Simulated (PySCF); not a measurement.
r2SCAN0 on Sc (scandium, neutral), [Ar] 4s2 4p1, 2P determinant (an excited configuration). All numbers are calculated (PySCF 2.14, scalar relativity by spin-free X2C-1e, in x2c-TZVPPall with one added diffuse shell each of s, p, d, f type (7s6p5d3f1g, 80 functions)).

```
cycle= 14 E= -763.99809659242  delta_E= 0.000167  |g|= 0.0279  |ddm|= 0.0997
cycle= 15 E= -763.998258451417  delta_E= -0.000162  |g|= 0.017  |ddm|= 0.0615
cycle= 16 E= -763.998478068522  delta_E= -0.00022  |g|= 0.0101  |ddm|= 0.0466
cycle= 17 E= -763.998553135652  delta_E= -7.51e-05  |g|= 0.00246  |ddm|= 0.0326
cycle= 18 E= -763.998533477855  delta_E= 1.97e-05  |g|= 0.00298  |ddm|= 0.0131
cycle= 19 E= -763.998508858912  delta_E= 2.46e-05  |g|= 0.00405  |ddm|= 0.0196
cycle= 20 E= -763.998504103742  delta_E= 4.76e-06  |g|= 0.0028  |ddm|= 0.0131
cycle= 21 E= -763.998505573063  delta_E= -1.47e-06  |g|= 0.000407  |ddm|= 0.00828
cycle= 22 E= -763.998505500187  delta_E= 7.29e-08  |g|= 9.66e-05  |ddm|= 0.00238
cycle= 23 E= -763.998505561661  delta_E= -6.15e-08  |g|= 9.64e-05  |ddm|= 0.00043
cycle= 24 E= -763.998505217917  delta_E= 3.44e-07  |g|= 4.14e-05  |ddm|= 0.00376
cycle= 25 E= -763.998505207141  delta_E= 1.08e-08  |g|= 4.94e-06  |ddm|= 0.000815
cycle= 26 E= -763.998505207167  delta_E= -2.55e-11  |g|= 1.17e-06  |ddm|= 3.04e-05
converged SCF energy = -763.998505207167  <S^2> = 0.76061824  2S+1 = 2.0105902
```

Highest occupied orbital energy: -3.015 eV; ⟨L²⟩ = 4.87; populations by l: s 7.52, p 13.00, d 0.48, f 0.00.

Problem. Can this result be used?

Solution. Not for this state. Self-consistency was reached. ⟨L²⟩ = 4.87 against 2 for a pure P term, so this real determinant mixes terms. The s, p, d and f populations moved away from the nominal configuration during the SCF.
